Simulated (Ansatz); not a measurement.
C3H8BF (`BCC(C)F`). The species carries charge 0 and has multiplicity 1. The structure was optimised at the PBE0-D4/def2-TZVP level. It is one conformer, not always the lowest.

```xyz
13

B    -0.117   -0.892   -1.613
C     0.380   -0.920   -0.146
C    -0.303   -0.001    0.837
C     0.021    1.455    0.617
F     0.091   -0.343    2.133
H     0.523   -1.425   -2.471
H    -1.168   -0.393   -1.907
H     1.470   -0.824   -0.073
H     0.184   -1.968    0.148
H    -1.387   -0.157    0.799
H    -0.456    2.074    1.378
H    -0.338    1.778   -0.364
H     1.101    1.616    0.663
```

Question: What is the dipole moment at B3LYP/def2-TZVPP? (Best estimate.)

Answer: Ansatz gave: 1.30 D, with components (-0.19, 0.36, -1.24) D in this frame, pointing from negative to positive charge.

Question: And with PBE, r2SCAN, ωB97M-V? (Estimate.)

Answer: Computed: PBE 1.10 D, r2SCAN 1.21 D, ωB97M-V 1.29 D.

Question: Give the Mulliken charges with B3LYP, ωB97M-V, PBE in def2-TZVPP. (Estimate.)

Answer: Computed: 
```
atom  B3LYP  ωB97M-V    PBE
  B1  -0.12    -0.20  -0.10
  C2  -0.13    -0.18  -0.12
  C3   0.21     0.14   0.17
  C4  -0.25    -0.30  -0.25
  F5  -0.26    -0.24  -0.21
  H6   0.05     0.09   0.03
  H7   0.04     0.08   0.02
  H8   0.08     0.12   0.08
  H9   0.08     0.11   0.09
 H10   0.05     0.08   0.04
 H11   0.09     0.11   0.09
 H12   0.08     0.10   0.08
 H13   0.08     0.10   0.08
```

B3LYP here is the variant with VWN-RPA as its local correlation; programs differ in this.
